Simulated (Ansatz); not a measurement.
The same atomization along the group O, S, Se, Te.

Isolated molecules relaxed with PBE0-D4/def2-TZVP in Ansatz; ΔE leaves out vibrations. CCSD(T)/CBS is the MP2 limit (def2-TZVPP, def2-QZVPP) plus CCSD(T) − MP2 in def2-TZVPP, frozen cores. This one scheme is used for every species, atoms too. DFT in def2-TZVPP. Open shells (•) are unrestricted, without spin–orbit coupling. Spin–orbit coupling would lower the free atoms: a little for C, O, S, Si; clearly for Se; strongly for Te. Elements past krypton have def2 core potentials. For Se, Te outer-core shells are correlated without core-valence functions, so the limit isn't a true one: a few kJ/mol of doubt a bond, and 10 to 20 or more in all where bonds break to atoms. Scalar relativity is left out up to krypton. Each species was taken in one conformer, which may not be the lowest.

```csv
reaction,ωB97X-V (kJ/mol),CCSD(T)/CBS(def2) (kJ/mol)
`C=CO[SiH2]C` → 3 C• + 8 H• + O• + Si•,5044,5037
`C=CS[SiH2]C` → 3 C• + 8 H• + S• + Si•,4835,4819
`C=C[Se][SiH2]C` → 3 C• + 8 H• + Se• + Si•,4754,4752
`C=C[Te][SiH2]C` → 3 C• + 8 H• + Te• + Si•,4671,4679
```

Largest T1 diagnostic: 0.012, for `C=CO[SiH2]C`.

For atomizations the MP2-based limit and the directly extrapolated one differ by several kJ/mol either way, and by 10 to 25 for some Ge, Se and Sn compounds, so smaller differences from it don't rank the levels.
